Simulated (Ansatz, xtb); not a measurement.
## A ladder of methods for BH2I (SMILES [H]B([H])I)

The species is BH2I (4 atoms), meant as a singlet with charge 0. As SMILES, `[H]B([H])I`. The coordinates come from a GFN2-xTB relaxation.

Each level gives the electronic atomisation energy (eV). The values are calculated. Electronic energies at fixed atoms, without zero-point motion or spin-orbit coupling.

```json
{"level": "GFN2-xTB", "kind": "semi-empirical", "program": "xtb", "value (eV)": "15.53", "less FCI/STO-3G": "+2.06", "CPU time (all runs)": "under 2 s"}
{"level": "HF/STO-3G", "kind": "Hartree–Fock", "program": "Ansatz", "value (eV)": "12.87", "less FCI/STO-3G": "-0.60", "CPU time (all runs)": "0.58 s"}
{"level": "BLYP/STO-3G", "kind": "GGA", "program": "Ansatz", "value (eV)": "15.44", "less FCI/STO-3G": "+1.97", "CPU time (all runs)": "4.3 s"}
{"level": "PBE0/STO-3G", "kind": "global hybrid", "program": "Ansatz", "value (eV)": "15.58", "less FCI/STO-3G": "+2.11", "CPU time (all runs)": "3 s"}
{"level": "CAM-B3LYP/STO-3G", "kind": "range-separated hybrid", "program": "Ansatz", "value (eV)": "15.56", "less FCI/STO-3G": "+2.09", "CPU time (all runs)": "3.5 s"}
{"level": "B2PLYP/STO-3G", "kind": "double hybrid", "program": "Ansatz", "value (eV)": "14.83", "less FCI/STO-3G": "+1.36", "CPU time (all runs)": "3.8 s"}
{"level": "MP2/STO-3G", "kind": "perturbation theory", "program": "Ansatz", "value (eV)": "13.59", "less FCI/STO-3G": "+0.12", "CPU time (all runs)": "0.67 s"}
{"level": "CCSDTQ/STO-3G", "kind": "coupled cluster or CI", "program": "Ansatz", "value (eV)": "13.47", "less FCI/STO-3G": "0.00", "CPU time (all runs)": "16 s"}
{"level": "FCI/STO-3G", "kind": "exact in the basis", "program": "Ansatz", "value (eV)": "13.47", "less FCI/STO-3G": "0.00", "CPU time (all runs)": "6.5 s"}
```

FCI/STO-3G is exact within its basis and frozen core, so for wave-function methods in that basis the difference is their error; functionals converge differently with the basis, so for them it is only a difference. All-electron rows without a relativistic Hamiltonian named are non-relativistic. The values span 12.87 to 15.58 eV. The xTB rows lack spin polarisation, so open shells miss the exchange term that lowers them. All rows use very small basis sets, so even the best lies far from the true value. In the correlated wave-function rows the outer d shell of I is correlated, in sets not made for it. Times are those of the runs behind each value, whatever else they computed, on shared processors of several kinds: orders of magnitude only.
